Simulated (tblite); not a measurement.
Compound: C₈H₁₂N (charge +1).
Geometry (GFN2-xTB, Å), atoms numbered from 1 in this order:
```xyz
21
C8H12N angstrom
C     -0.6749   -2.3575   -0.0849
C     -0.7253   -1.0654    0.2077
C      0.2372   -0.4955    1.2632
C      1.3626   -0.0103    0.5793
N      2.2468    0.3279   -0.0786
C      3.3070    0.7382   -0.8578
C     -1.6594   -0.1222   -0.4286
C     -1.3632    1.3505   -0.5585
C     -2.4342    0.8960    0.3747
H      0.0167   -3.0358    0.3837
H     -1.3538   -2.7929   -0.7961
H     -0.2407    0.3052    1.8355
H      0.5465   -1.2822    1.9583
H      4.2361    0.6356   -0.2934
H      3.1669    1.7831   -1.1421
H      3.3530    0.1184   -1.7557
H     -2.1976   -0.5753   -1.2510
H     -0.4448    1.7434   -0.1453
H     -1.6540    1.8352   -1.4769
H     -2.2708    0.9601    1.4402
H     -3.4630    1.0606    0.0983
```

Structure optimised with GFN2-xTB, isolated species.

Take the most abundant isotopes and a rigid rotor. The values belong to one conformer with, in the numbering `[CH2:1]=[C:2]([CH2:3][C:4]#[N+:5][CH3:6])[CH:7]1[CH2:8][CH2:9]1`, C1–C2–C3–C4 94°, C1–C2–C7–C8 -153°.

**Question.** What are A, B and C (cm⁻¹)?

**Answer.** Ia = 208.44, Ib = 485.56, Ic = 590.13 u·Å²; 505379 MHz·u·Å²/I gives 2425, 1041 and 856.4 MHz, that is A = 0.08088, B = 0.03472, C = 0.02857 cm⁻¹.

**Question.** Classify the top.

**Answer.** An asymmetric top: κ = (2 × 1041 − 2425 − 856.4)/(2425 − 856.4) = -0.76.

**Question.** What does the inertial defect say?

**Answer.** Not planar: Δ = Ic − Ia − Ib = -103.87 u·Å². For a rigid frame Δ = −2 Σ m c², so Σ m c² = 51.94 u·Å² lies off the ab plane: 16.81 from hydrogen and 35.12 from heavier atoms. The atom farthest from that plane is 1.82 Å away.

**Question.** Give the other two planar moments, Paa and Pbb, and the rms extents of the mass along the axes.

**Answer.** Paa = Σ m a² = (Ib + Ic − Ia)/2 = 433.62 and Pbb = Σ m b² = (Ia + Ic − Ib)/2 = 156.50 u·Å². With the mass M = 122.10 u, the rms extents √(P/M) along a, b and c are 1.88, 1.13, 0.65 Å.

**Question.** Estimate the classical rotational partition function at 10 K, 25 K and 200 K.

**Answer.** Point group C1, symmetry number σ = 1; q = (√π/σ)·√((kT/h)³/(ABC)), k/h = 20836.6 MHz/K: 3630 at 10 K, 14300 at 25 K, 324000 at 200 K.

Its GFN2-xTB frequencies are all real (lowest 31 cm⁻¹). These are rigid-rotor constants of the computed structure; measured ground-state constants (B0) also hold zero-point vibration.
